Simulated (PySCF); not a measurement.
Nuclear quadrupole coupling in `OC[C@@H]1O[C@@H](F)CO[SiH2]1`

Species: C4H9FO3Si.
Geometry (GFN2-xTB, Å), atoms numbered from 1 in this order:
```
atom  x, y, z in Å
O1     2.9602   -0.2198    0.8173
C2     2.0818   -0.6668   -0.1808
C3     0.8055    0.1621   -0.2509
O4     0.1182   -0.0805    1.0129
C5    -1.0477    0.6026    1.1930
F6    -0.8370    1.9640    1.0438
C7    -2.2098    0.1954    0.2783
O8    -1.8681    0.1815   -1.0733
Si9   -0.4191   -0.2814   -1.6488
H10    2.4539   -0.1511    1.6356
H11    2.6201   -0.5848   -1.1268
H12    1.8146   -1.7194   -0.0120
H13    1.0860    1.2232   -0.2701
H14   -1.3411    0.4549    2.2431
H15   -2.5497   -0.7997    0.5873
H16   -3.0225    0.9153    0.4117
H17   -0.2693    0.5441   -2.8323
H18   -0.3847   -1.7332   -1.8398
```

Field gradients from the PBE0/pcSseg-1 density (PySCF, non-relativistic), principal values in atomic units, ordered |Vxx| ≤ |Vyy| ≤ |Vzz|:

| atom | Vxx | Vyy | Vzz |
| --- | --- | --- | --- |
| O1 | 0.1066 | 1.8646 | -1.9712 |
| O4 | -0.0529 | -1.8355 | 1.8884 |
| O8 | -0.4984 | -1.2439 | 1.7423 |

Question: Find the asymmetry η = (Vxx − Vyy)/Vzz and the couplings χ = eQV/h (234.96 MHz × Q in barn × V in au), with Q(17O) = −0.0256 b.

Answer: 
```
atom          environment  nucleus     η  χzz (MHz)  χxx (MHz)  χyy (MHz)
  O1       alcohol oxygen      17O  0.89      11.86      -0.64     -11.22
  O4  cyclic ether oxygen      17O  0.94     -11.36       0.32      11.04
  O8   silyl ether oxygen      17O  0.43     -10.48       3.00       7.48
```

At O4 η is above 0.9: Vyy and Vzz are nearly equal in size and opposite in sign, so a small change could swap them and flip the sign of χzz. The tensor is traceless: Vxx + Vyy + Vzz = 0.

Question: What is Vzz at O4 in SI units (1 au = 9.71736 × 10²¹ V/m²)?

Answer: 1.8884 au = 18.350 × 10²¹ V/m².

Question: What couplings would deuterons (Q(2H) = 0.00286 b) have in place of the hydrogens, at this geometry?

Answer: 
```csv
atom,bonded to,bond length (Å),Vzz (au),η,χzz (kHz)
H10,O1,0.965,0.4567,0.14,307
H11,C2,1.091,0.2977,0.06,200
H12,C2,1.099,0.2836,0.06,191
H13,C3,1.098,0.2852,0.09,192
H14,C5,1.100,0.2718,0.02,183
H15,C7,1.096,0.2869,0.07,193
H16,C7,1.094,0.2898,0.07,195
H17,Si9,1.451,0.1687,0.01,113
H18,Si9,1.465,0.1573,0.02,106
```

One conformer (not necessarily the lowest) at the GFN2-xTB geometry, without solvent, vibrations or thermal averaging. GFN2-xTB bond lengths can be off by several hundredths of an ångström, more for odd bonds, and the gradients follow them. With a basis this small, the couplings can be 20 % off.
